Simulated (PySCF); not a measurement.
**Working out the ionisation energy of Se¹⁴⁺**

Se¹⁴⁺ [Ar] 3d2 (3F) → Se¹⁵⁺ [Ar] 3d1 (2D). Calculation: PySCF 2.14, in an uncontracted even-tempered set (17 s from 1.1 bohr⁻², ratio 2.5; 11 p from 1.4 bohr⁻², ratio 2.5; 8 d from 1.4 bohr⁻², ratio 2.5; 4 f from 4.9 bohr⁻², ratio 2.7; 4 g from 7.3 bohr⁻², ratio 2.7); the non-relativistic Hamiltonian (point nucleus). Frozen: [Ne]; the 26 highest virtual orbitals dropped. Energies in hartree (1 hartree = 27.21139 eV):

```tsv
part	Se¹⁴⁺ (lower)	Se¹⁵⁺ (upper)
UHF	-2307.557854	-2290.144471
MP2 opposite-spin	-0.285801	-0.282825
MP2 same-spin	-0.099143	-0.094202
```

Question: What does Hartree-Fock give?

Answer: (-2290.144471) − (-2307.557854) = 17.413383 hartree = 473.842 eV.

Question: What do MP2 and SCS-MP2 (6/5 opposite-spin, 1/3 same-spin) give?

Answer: The opposite-spin parts differ by 0.081 eV and the same-spin parts by 0.134 eV. MP2: 473.842 + (0.081) + (0.134) = 474.057 eV. SCS-MP2: 473.842 + 1.2 × (0.081) + (0.134)/3 = 473.984 eV.

Reference: 473 ± 3 eV (theoretical estimate listed by NIST; NIST Atomic Spectra Database, ionization energies), between the lowest levels; spin-orbit coupling is absent from the calculation.

The calculation is non-relativistic.

What remains against the reference includes basis incompleteness, the frozen core and correlation beyond second order.
